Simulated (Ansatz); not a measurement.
CH7FSiSn, SMILES `F[CH2][SnH2][SiH3]`, relaxed with RKS PBE-D4/def2-SVP in the Gaussian-basis code of Ansatz from a rough embedded geometry. The force threshold is 0.03 eV/Å; the program also tests the step.

Total charge 0; spin multiplicity 1. Sn: def2 effective core potential.

Start:

```xyz
11

F    -2.062   -0.086    1.198
C    -1.220   -1.126    0.934
Sn    0.695   -0.296    0.537
Si    0.590    1.304   -1.389
H    -1.165   -1.784    1.803
H    -1.563   -1.699    0.056
H     1.867   -1.547    0.255
H     1.231    0.669    1.987
H     1.891    1.810   -1.653
H     0.136    0.462   -2.583
H    -0.397    2.295   -1.144
```

Q: By how much does the energy fall, and how many steps does the optimiser take? (Best estimate.)

A: Computed: 30.42 kJ/mol, in 12 steps, 1 of them rejected.

Q: Which bonds change most? (Estimate.)

A: Computed: Sn3–H8 from 1.822 to 1.732 Å; Si4–H9 from 1.420 to 1.505 Å; Si4–H11 from 1.420 to 1.504 Å; C2–Sn3 from 2.125 to 2.207 Å.

Q: Give the relaxed structure. (An estimate is asked.)

A: Computed: 
```xyz
11

F    -2.127   -0.095    0.808
C    -1.218   -1.138    0.933
Sn    0.805   -0.317    0.604
Si    0.559    1.296   -1.396
H    -1.304   -1.591    1.944
H    -1.441   -1.919    0.174
H     1.928   -1.603    0.302
H     1.300    0.518    2.038
H     1.889    1.866   -1.810
H    -0.030    0.555   -2.567
H    -0.360    2.428   -1.029
```
